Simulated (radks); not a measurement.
Coulomb parameter of the 5d shell of the rhenium ion Re2+ in the model configuration [Xe] 4f14 5d3 6p2, as a second difference U = [E(n + 0.5) + E(n - 0.5) - 2 E(n)] / (0.5)^2 with all orbitals relaxed. "Bare": the charge of the atom changes with n. "Screened": the 6p shell takes up the change at fixed total charge, which measures U(5d,5d) + U(6p,6p) - 2 U(5d,6p). All-electron calculation, scalar-relativistic Kohn-Sham, PBEsol, spin-unpolarised, spherical densities, finite nucleus; Fermi nuclear charge, rms radius 5.3698 fm. Program: a radial shooting solver on a logarithmic mesh with Libxc functionals. Estimate both.

Answer. U(bare) = 11.549 eV, U(screened by 6p) = 2.008 eV, against the Slater integral F0(5d,5d) = 14.860 eV with frozen orbitals.
